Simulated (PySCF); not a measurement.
## Zn (zinc, neutral) across methods

[Ar] 3d9 4s2 4p1, one real determinant (an excited configuration). All numbers are calculated (PySCF 2.14, the non-relativistic Hamiltonian (point nucleus), in def2-QZVPPD).

```csv
method,E (hartree),mean ε 4s α (eV),mean ε 4s β (eV),mean ε 4p α (eV),Σ⟨r²⟩ (bohr²),⟨S²⟩
LDA,-1776.105,-8.849,-8.135,-3.081,40.58,2.001
HSE06,-1778.773,-9.322,-8.358,-3.535,40.60,2.004
PBE0,-1778.770,-9.684,-8.654,-3.931,40.60,2.005
r2SCAN,-1778.998,-8.888,-8.033,-3.347,40.25,2.008
PBE,-1778.739,-8.628,-7.852,-3.087,40.81,2.003
MN15,-1779.339,-10.264,-9.453,-4.252,41.26,2.003
LC-wPBE,-1778.771,-12.514,-11.133,-6.278,39.92,2.008
M06-L,-1778.952,-8.663,-7.796,-2.997,39.89,2.004
```

Estimate the same row for UHF.

E (hartree) = -1777.50375; mean ε 4s α (eV) = -12.142; mean ε 4s β (eV) = -10.173; mean ε 4p α (eV) = -5.979; Σ⟨r²⟩ (bohr²) = 41.61; ⟨S²⟩ = 2.011.

⟨L²⟩ = 8.01 against 12 for a pure F term, so this real determinant mixes terms.
